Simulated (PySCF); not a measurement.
A GIAO shielding run with PySCF (density fitting, non-relativistic, gas phase) on SMILES CN([SiH2][C@H](CC#CC)F)C, C7H14FNSi:

```
$ OMP_NUM_THREADS=1 python probes_run.py task.json out

{"job": {"kind": "nmr", "xc": "PBE0", "basis": "pcSseg-1"}, "charge": 0, "multiplicity": 1}
C     -4.158605     0.878861    -0.827553
C     -3.201144    -0.019033    -0.218124
C     -2.404058    -0.750227     0.297498
C     -1.438752    -1.646725     0.897746
C     -0.059619    -1.459209     0.270968
F      0.769227    -2.470211     0.764154
Si     0.698975     0.251047     0.686173
N      2.027645     0.517348    -0.365598
C      2.568730     1.846588    -0.505743
C      3.010192    -0.499395    -0.668646
H     -4.939221     1.135270    -0.111624
H     -3.657894     1.792815    -1.146542
H     -4.616150     0.405531    -1.695908
H     -1.766474    -2.682723     0.757471
H     -1.376892    -1.454287     1.972555
H     -0.121323    -1.642245    -0.807684
H      0.981975     0.219908     2.134137
H     -0.272700     1.298867     0.374799
H      3.375871     2.034285     0.211874
H      2.970868     1.977494    -1.513544
H      1.784524     2.579470    -0.340230
H      3.344398    -0.390192    -1.704320
H      3.887086    -0.415668    -0.016673
H      2.581607    -1.487804    -0.540927
```

Hardware: 1 thread of an Intel Xeon, shared host. The job also computes population analyses, field gradients.

Task: How large is the calculation?

Result: 86 electrons, 247 basis functions and 1295 auxiliary functions.

Task: How long does it take, and how much memory does it need?

Result: 83 s of wall time, with 14 SCF cycles and 4 response iterations; peak memory 1.1 GiB. Times on a shared host scatter by some tens of per cent.
